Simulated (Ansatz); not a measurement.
```yaml
crystal:
  periodic: [false, false, false]
  atoms:
    - {symbol: C, position_ang: [-0.430916, 0.431381, -1.931437]}
    - {symbol: S, position_ang: [0.719963, 0.430399, -0.367055]}
    - {symbol: Si, position_ang: [-0.513836, -0.489354, 0.966155]}
    - {symbol: N, position_ang: [0.590485, -0.480607, 2.264904]}
    - {symbol: H, position_ang: [-0.719183, 1.398184, -2.351422]}
    - {symbol: H, position_ang: [-1.308030, -0.055149, -1.501064]}
    - {symbol: H, position_ang: [0.059824, -0.115792, -2.694121]}
    - {symbol: h, position_ang: [1.537260, -0.241447, 2.252230]}
    - {symbol: H, position_ang: [0.264845, -0.829120, 3.252193]}
basis:
  gaussian: {orbitals: def2-SVPD, point_charges: [{charge: 0.50, position_ang: [6.324, 0.404, -0.632]}]}
hamiltonian: {xc: {name: PBE}}
correlation: {method: rpa}
```

```sh
$ ansatz run in.yaml --threads 4 --pin off --events-out ev --progress --plain --max-ram 10444MiB
```

Shortened log:

```
Error: YAML parse error: error: line 11 column 16: `h` is not an element symbol (H … Og, case-exact)
 9 |     - {symbol: H, position_ang: [-1.308030, -0.055149, -1.501064]}
10 |     - {symbol: H, position_ang: [0.059824, -0.115792, -2.694121]}
11 |     - {symbol: h, position_ang: [1.537260, -0.241447, 2.252230]}
12 |     - {symbol: H, position_ang: [0.264845, -0.829120, 3.252193]}
13 | basis:
```

In this input an element symbol is wrong. The program refused the input.
